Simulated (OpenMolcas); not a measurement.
# Al III: CASPT2 settings compared

* Program: OpenMolcas
* Basis: ANO-L-VQZP [6s5p3d2f]
* Scalar Hamiltonian: non-relativistic, point nucleus
* Active space: 1 electron in 4 orbitals (3s 3p)
* State averaging: 2S+1 = 2 even, 1 root; 2S+1 = 2 odd, 3 roots
* Spin-orbit coupling: state interaction with AMFI integrals over the reference wave functions, term energies averaged over their components

Methods on the same reference wave functions:
A. CASSCF
B. SS-CASPT2, IPEA 0.4 Eh, sigma2 regulariser 0.3 Eh (closed shells correlated: 2s 2p)
C. XMS-CASPT2, IPEA 0.3 Eh, imaginary shift 0.05 Eh (closed shells correlated: 2s 2p)
D. XMS-CASPT2, IPEA 0.75 Eh, real shift 0.05 Eh (closed shells correlated: 2s 2p)

Energies in cm⁻¹ above 3s ²S_1/2, the measured ground level; measured values from NIST levels in Kelleher and Podobedova, J. Phys. Chem. Ref. Data 37, 709 (2008).

| Level | A | B | C | D | Measured |
| --- | --- | --- | --- | --- | --- |
| 3s ²S_1/2 | 0.0 | 0.0 | 0.0 | 0.0 | 0.0 |
| 3p ²P°_1/2 | 52578 | 52938 | 52923 | 52912 | 53683 |
| 3p ²P°_3/2 | 52753 | 53114 | 53099 | 53087 | 53917 |

Deviations, from unrounded energies. A percentage is the sum of absolute deviations over the sum of measured energies, with the sign that they share, or ± where signs differ.

```
           Against measurement  Levels     A     B     C     D
mean absolute deviation (cm-1)       2  1100   770   790   800
      other configurations (%)       2  -2.1  -1.4  -1.5  -1.5
```

B, C, D lie about equally close to measurement and A furthest from it. The largest miss of B in the table is 3p ²P°_3/2, by -800 cm-1. The ranking rests on the paired levels alone, and a cruder setting can come out closer through cancelling errors.

Among B to D the level of the table that moves most is 3p ²P°_1/2, by 27 cm-1 (lowest in D, highest in B).

The lowest spin-free term lies below A's lowest term by 0.023 hartree in B, 0.023 hartree in C, 0.023 hartree in D.

With one active electron the reference holds no correlation, so core polarisation is missing (holds for A). With one active electron, CASPT2 adds the correlation within the correlated inactive shells and between them and that electron, and leaves the splitting within a term as the reference gives it (holds for B; C; D). Measured partners are found by configuration, term and J. A level has none where our copy of the source lacks it or the pairing is in doubt (some pairs that miss far off the trend of their configuration count as doubtful), and it then counts in no deviation. Levels of configurations outside the active space are missing.

° marks odd parity.
